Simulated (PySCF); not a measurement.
**BeGa⁺ at PBE**

Computed with PBE; Be cc-pVDZ, Ga cc-pVDZ-PP with ECP10; scalar-relativistic core potentials (PySCF 2.14).

* state: ¹Σ⁺ (singlet), closed shell
* bond length: 2.821 Å
* harmonic wavenumber: 231 cm⁻¹
* force constant: 0.251 mdyn/Å
* rotational constant Be: 0.2659 cm⁻¹
* anharmonicity ωexe: 2.14 cm⁻¹
* vibration–rotation constant αe: 0.00357 cm⁻¹
* well depth De to Be + Ga⁺: 0.79 eV
* dissociation energy D0: 0.78 eV
* HOMO–LUMO gap: 2.68 eV
* bond order (Mayer): 0.64
* dipole moment (positive dipole points towards Ga; it is taken about the centre of mass and depends on that origin): -3.74 D

Closed-shell solutions of metal pairs were not tested for spin polarisation, which can lower them a little. For an ion De counts to the pair picked by the measured ionisation energies or electron affinities, which need not be the lowest pair at this level.
